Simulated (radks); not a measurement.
The numbers below are computed, except where a source is named.
Spherical jellium clusters: N electrons in a uniform positive sphere of charge N and radius rs N^(1/3), rs = 3.53 bohr. Level of theory: non-relativistic Kohn-Sham, PBEsol, spin-polarised, spherical densities (a radial shooting solver with Libxc functionals). Levels are named by radial order and angular momentum (1s, 1p, 1d, 2s, ...), and open shells are averaged over m.

N = 4, configuration 1s2 1p(up 2, down 0). This is the lowest configuration that the search found. Occupied and some empty levels:

| level | occupation | eigenvalue (eV) | <r> (bohr) |
|---|---|---|---|
| 1s up | 1 | -4.9001 | 4.126 |
| 1s down | 1 | -4.2845 | 3.911 |
| 1p up | 2 | -2.8437 | 5.323 |
| 1p down | 0 | -2.0278 | 5.364 |
| 2s up | 0 | -0.74331 | 8.675 |
| 1d up | 0 | -0.72587 | 7.185 |

Energy (eV): total -5.70555, kinetic 8.7438, external -88.019, Hartree 41.944, exchange-correlation -14.993, background 46.619.
